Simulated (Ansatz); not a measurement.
Computed with Ansatz on PBE0-D4/def2-TZVP structures; ΔE is electronic, products minus reactants. CCSD(T)/CBS is the MP2 limit (def2-TZVPP, def2-QZVPP) plus CCSD(T) − MP2 in def2-TZVPP, frozen cores. Functionals use def2-TZVPP. For Ge outer-core shells are correlated without core-valence functions, which leaves a few kJ/mol of doubt a bond. Scalar relativity is left out up to krypton. Each species was taken in one conformer, which may not be the lowest.

Reaction (cleavage of the Ge–Si bond): `F[Si](F)(S)[GeH3]` + `S[SiH2]Cl` → `Cl[SiH2][S][GeH3]` + `F[SiH](F)S`

`F[Si](F)(S)[GeH3]`:

```xyz
9

F     0.217   -2.243    0.605
Si    0.502   -0.884   -0.168
F     2.078   -0.666   -0.154
S    -0.182   -1.235   -2.141
Ge   -0.523    0.952    0.932
H     0.151    0.007   -2.537
H    -2.021    0.671    1.099
H    -0.341    2.204    0.059
H     0.119    1.193    2.305
```

`S[SiH2]Cl`:

Z-matrix (Å, degrees):
```
Si
Cl 1 2.054
S 1 2.120 2 112.9
H 1 1.478 2 108.5 3 -116.6
H 1 1.479 2 106.5 3 122.3
H 3 1.344 1 94.3 2 70.4
```

`Cl[SiH2][S][GeH3]`:

Z-matrix (Å, degrees):
```
Si
S 1 2.119
Cl 1 2.048 2 108.1
H 1 1.483 2 110.9 3 -118.8
H 1 1.481 2 111.6 3 118.4
Ge 2 2.233 1 95.3 3 166.7
H 6 1.534 2 109.6 1 -86.7
H 6 1.538 2 108.7 1 33.7
H 6 1.531 2 106.1 1 153.0
```

`F[SiH](F)S`:

```xyz
6

F     1.325   -0.821    0.680
Si    0.417    0.052   -0.282
F    -0.073   -0.946   -1.412
S    -1.208    0.895    0.755
H     1.222    1.125   -0.883
H    -1.682   -0.304    1.142
```

(1) Is it downhill or uphill in electronic energy at CCSD(T)/CBS, and by how much? (Best estimate.)

(2) What do these levels give: LDA (SPW92), B2PLYP, PBE0, SCS-MP2/def2-TZVPP, CCSD(T)/def2-TZVPP, HF/CBS(def2)? (Best estimate.)

Largest T1 diagnostic among the species: 0.012.

Answers

(1) Ansatz gave: Downhill: ΔE = -9.4 kcal/mol.

(2) Ansatz gave: LDA (SPW92) -5.4, B2PLYP -9.1, PBE0 -7.5, SCS-MP2/def2-TZVPP -11.5, CCSD(T)/def2-TZVPP -9.6, HF/CBS(def2) -12.1 kcal/mol.

From PBE to PBE0 (25 % exact exchange), in def2-TZVPP and without D4, ΔE moves by −1.6 kcal/mol. Leaving LDA and LC-ωPBE aside and taking each functional with its dispersion term where it has one, the values, not all of them listed here, spread over 3.8 kcal/mol, from PBE-QIDH to PBE-D4.
